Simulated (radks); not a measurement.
Results of a calculation; reference values are marked as such.
Task: These are the eigenvalues of the occupied orbitals of an atom or ion with whole-number occupations (eV). Code: a radial shooting solver on a logarithmic mesh with Libxc functionals. Model: scalar-relativistic Kohn-Sham, BLYP, spin-polarised, spherical densities, finite nucleus; Fermi nuclear charge, rms radius of each element as measured or else 0.836 A^(1/3) + 0.57 fm.

| orbital | eigenvalue |
|---|---|
| 1s down | -7061.406 |
| 1s up | -7061.399 |
| 2s up | -882.0663 |
| 2s down | -879.7235 |
| 2p up | -760.6725 |
| 2p down | -758.8869 |
| 3s up | -154.1472 |
| 3s down | -148.9551 |
| 3p up | -119.6829 |
| 3p down | -114.6222 |
| 3d up | -65.1709 |

Which element is it, and in what charge state? The configuration may be excited. Open shells, if any, are filled with parallel spins first.

Result: Z = 26, iron, charge +4: Fe4+ in [Ar] 3d4. The list shows which subshells hold electrons but not how many an open one holds; the 1s level, -259.5 hartree, gives Z - s = 22.8 by -(Z - s)^2/2, which with screening and relativity narrows Z to a few neighbours, and the depths of the outer levels then fix element, charge and occupations together.
